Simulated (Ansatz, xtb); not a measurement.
# Two structures of F5HMoO

Structure I: a triplet given by its coordinates. Structure II: a triplet given by its coordinates. Both are isolated molecules in the gas phase, relaxed with PBE0-D4/def2-SVP.

I (Å):

```xyz
8

F    -1.7231   -0.5712    1.4471
F     0.9213   -0.9396    1.7353
F     0.3766   -1.5172   -0.6695
F    -0.1773    1.5096    1.6767
F     1.5610    0.0769   -0.4941
Mo   -0.1760   -0.0036    0.6348
O    -0.9179    0.7117   -0.8498
H    -0.7989    0.7305   -1.8087
```

Close contacts (Å): F1–Mo6 1.84, F2–Mo6 1.81, F3–Mo6 2.07, F4–Mo6 1.84, F5–Mo6 2.07, Mo6–O7 1.81, Mo6–H8 2.63, O7–H8 0.97.

II (Å):

```xyz
8

F    -1.4046   -0.8850    0.8436
F     1.4023   -0.9097    1.5301
F     0.4022   -1.7028   -0.8219
F    -0.0406    1.2650    1.4061
F     1.2111    0.7572   -0.8236
Mo    0.2113   -0.2302    0.3293
O    -1.2482    0.4803   -1.2600
H    -1.2541   -0.2165   -1.9559
```

Close contacts (Å): F1–Mo6 1.82, F2–Mo6 1.82, F3–Mo6 1.88, F4–Mo6 1.86, F5–Mo6 1.82, Mo6–O7 2.27, O7–H8 0.98.

**Question.** Estimate which is lower in electronic energy at CCSD(T)/def2-SVP + ΔMP2/def2-TZVPP, and by roughly how much.

**Answer.** The CCSD(T)/def2-SVP + ΔMP2/def2-TZVPP calculation puts structure II lower, by 33.8 kcal/mol.

How the difference moves with the method:

```
                             level          geometry  E(II) − E(I) (kcal/mol)  departure from the last row (kcal/mol)  job, with rough time for the two
                  PBE0-D4/def2-SVP  PBE0-D4/def2-SVP                     −24.1                                    +9.7              optimisation, 12 min
                       HF/def2-SVP  PBE0-D4/def2-SVP                     −52.4                                   −18.6           part of the CCSD(T) run
                      MP2/def2-SVP  PBE0-D4/def2-SVP                     −39.2                                    −5.4           part of the CCSD(T) run
                  CCSD(T)/def2-SVP  PBE0-D4/def2-SVP                     −32.6                                    +1.2                      single point
CCSD(T)/def2-SVP + ΔMP2/def2-TZVPP  PBE0-D4/def2-SVP                     −33.8                                                      single point, 17 min
```

The levels shown agree on the order. The largest departure from CCSD(T)/def2-SVP + ΔMP2/def2-TZVPP is that of HF/def2-SVP, 18.6 kcal/mol. Levels run at GFN2-xTB geometries aren't shown. The last row adds to CCSD(T) the change of the MP2 difference between the two basis sets, here −1.2 kcal/mol.

With thermal terms from frequencies at re-optimised GFN2-xTB minima (ideal gas, soft modes damped towards free rotors, one conformer each, 298.15 K, 1 atm): on the last row, ΔE + ΔZPE = −34.0, ΔH = −34.1, ΔG = −34.3 kcal/mol.

Open shells are spin-unrestricted. The correlated steps freeze 6 core orbitals. Atoms past krypton carry core potentials in the def2 sets and no spin–orbit term is included. Run with Ansatz 0.2.0, xtb 6.7.1; the last row on 2 threads of Intel(R) Xeon(R) Platinum 8259CL CPU @ 2.50GHz (Skylake/Cascade Lake) on a shared host.
